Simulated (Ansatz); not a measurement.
C2H9InOS. Charge 0, multiplicity 1. In takes the def2 core potential. The bonds changed during the relaxation, so this is another structure than the one it started from.

Z-matrix (Å, degrees):
```
C
In 1 2.144
H 1 1.090 2 111.4
H 1 1.091 2 110.0 3 120.7
H 1 1.091 2 109.1 3 -120.3
C 2 2.149 1 133.9 3 -21.1
O 2 2.445 1 100.8 3 91.5
S 2 2.475 1 113.4 3 175.3
H 6 1.091 2 110.9 1 49.9
H 6 1.091 2 110.1 1 -69.7
H 6 1.091 2 110.2 1 170.9
H 7 0.962 2 117.5 1 -139.4
H 7 0.976 2 87.9 1 113.0
H 8 1.343 2 94.8 1 -5.4
```

Q: List the harmonic frequencies (cm⁻¹, unscaled) at PBE0-D4/def2-TZVP in Ansatz. (Best estimate.)

A: Ansatz gave: 45, 58, 88, 97, 106, 113, 135, 205, 237, 309, 329, 455, 492, 531, 584, 654, 675, 701, 721, 741, 1194, 1196, 1450, 1451, 1454, 1455, 1620, 2715, 3058, 3061, 3147, 3153, 3153, 3158, 3593, 3881.

Q: Is this a minimum?

A: Yes, all 36 modes are real.

Q: Give the ideal-gas thermochemistry at 298.15 K and 1 bar (rigid rotor, harmonic oscillator; point group C1, symmetry number 1).

A: Zero-point energy 275.2 kJ/mol; H(298) − E = 307.7 kJ/mol; entropy 448.8 J/(mol·K), of which translation 174.7, rotation 119.3, vibration 154.8; G(298) − E = 173.9 kJ/mol. Modes under 100 cm⁻¹ are hindered rotations or soft bends, so the harmonic entropy is rough.

Q: And at 400, 500, 600, 800 and 1000 K?

A: 
```
T (K)  H − E (kJ/mol)  S (J/mol/K)  G − E (kJ/mol)
  400           325.2        499.1           125.6
  500           344.3        541.6            73.5
  600           364.9        579.1            17.4
  800           409.7        643.5          -105.0
 1000           458.5        697.8          -239.3
```
